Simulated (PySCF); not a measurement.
PySCF input file for C₃H₃ClF₄, SMILES F[C@H](CCl)C(F)(F)F, PBE/pcSseg-1. Geometry optimised at r2SCAN-D4/def2-SVP. The structure was generated by enumeration; whether it is a known compound was not checked. The values are those of a single conformer.

```python
import numpy as np
from pyscf import gto, scf, dft
from pyscf.prop.nmr import rks as nmr

mol = gto.M(
    atom='''
    F    -0.42100584   -0.18674305   -1.76471939
    C    -0.27675935   -0.77349206   -0.53503129
    C    -1.46473530   -0.47613658    0.35128999
    Cl   -1.71036778    1.26977225    0.64798073
    C     1.08224667   -0.35122042    0.02130781
    F     1.20483054   -0.79140216    1.28730340
    F     1.26035311    0.96583173    0.00878889
    F     2.06311298   -0.90687132   -0.70439861
    H    -0.22319086   -1.87212856   -0.66424426
    H    -1.34007846   -0.97859541    1.32080939
    H    -2.37060758   -0.85764642   -0.14040506
    ''',
    basis='pcSseg-1',
    charge=0,
    spin=0,
    max_memory=1600,
    verbose=3,
)
mf = dft.RKS(mol, xc='pbe')
mf.grids.level = 3
mf.conv_tol = 1e-10
mf.max_cycle = 100
mf.kernel()
n = nmr.NMR(mf)
n.verbose = 2
n.max_cycle_cphf = 60
sigma = n.kernel()
print('atom   isotropic/ppm   span/ppm')
for i, s in enumerate(sigma):
    w = np.linalg.eigvalsh((s + s.T) / 2)
    print(f'{mol.atom_symbol(i):2s}{i + 1:3d} {w.mean():14.3f} {w[2] - w[0]:11.3f}')
```

Output:

```
converged SCF energy = -974.9419781133
atom   isotropic/ppm   span/ppm
F   1        385.543      46.087
C   2         87.429      61.565
C   3        130.635      47.952
Cl  4        860.899     354.185
C   5         45.327      17.665
F   6        248.984     158.419
F   7        247.604     134.085
F   8        237.042     176.742
H   9         26.529       4.530
H  10         27.430       9.989
H  11         27.330      12.734
```

Self-consistency was reached.

Cost: around 60 core-seconds (rough).
